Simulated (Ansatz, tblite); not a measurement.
Cost and result up the ladder for cyclo-(Me2GeNH)3 (C6H21Ge3N3) (33 atoms). Charge 0, multiplicity 1. Geometry: PBE-D4/def2-SVP.

```xyz
33

Ge   -0.653   -0.681   -1.616
C    -0.170   -2.257   -2.685
C    -1.796    0.553   -2.645
N    -1.531   -1.152   -0.046
Ge   -0.702   -0.790    1.590
C    -2.074   -0.888    2.991
C     0.759   -2.072    1.822
N     0.055    0.919    1.630
Ge    1.164    1.416    0.225
C     0.633    3.212   -0.391
C     3.058    1.364    0.740
N     0.940    0.089   -1.056
H     0.457   -2.941   -2.081
H    -1.084   -2.801   -2.994
H     0.389   -1.964   -3.596
H    -1.302    0.837   -3.595
H    -1.990    1.474   -2.060
H    -2.769    0.079   -2.886
H    -2.535   -0.941   -0.052
H    -2.858   -0.121    2.830
H    -1.618   -0.720    3.986
H    -2.556   -1.886    2.985
H     1.291   -1.889    2.776
H     0.374   -3.110    1.807
H     1.471   -1.944    0.983
H    -0.604    1.653    1.913
H     1.283    3.540   -1.226
H     0.722    3.950    0.432
H    -0.416    3.204   -0.747
H     3.301    0.370    1.162
H     3.713    1.553   -0.134
H     3.268    2.133    1.509
H     1.779   -0.189   -1.573
```

Ansatz on 4 threads of Intel Xeon 6975P-C on a shared host; xTB runs through tblite on one thread. Times are rough, summed over both states, and most runs start from the orbitals of an earlier one. PBE0-D4/def2-SVP serves as the yardstick here, not as an exact answer. The other state is a triplet.

The xTB rows come from tblite.

Run but left out: PBE-D4/def2-SVP (triplet: an occupied level 0.06 eV above an empty one).

xTB has no spin-polarisation term.

| level | functions | wall time |
| --- | --- | --- |
| GFN2-xTB | 84 | 0.075 s |
| GFN1-xTB | 105 | 0.11 s |
| r2SCAN-D4/def2-SVP | 327 | 35 s |
| PBE0-D4/def2-SVP | 327 | 42 s |

(1) Estimate what each level gives for the vertical triplet (eV).

Results:

(1) 
```
             level  vertical triplet (eV)  difference from PBE0-D4/def2-SVP (eV)
          GFN2-xTB                   6.01                                   0.25
          GFN1-xTB                   5.56                                  -0.20
r2SCAN-D4/def2-SVP                   5.52                                  -0.24
  PBE0-D4/def2-SVP                   5.76                                   0.00
```
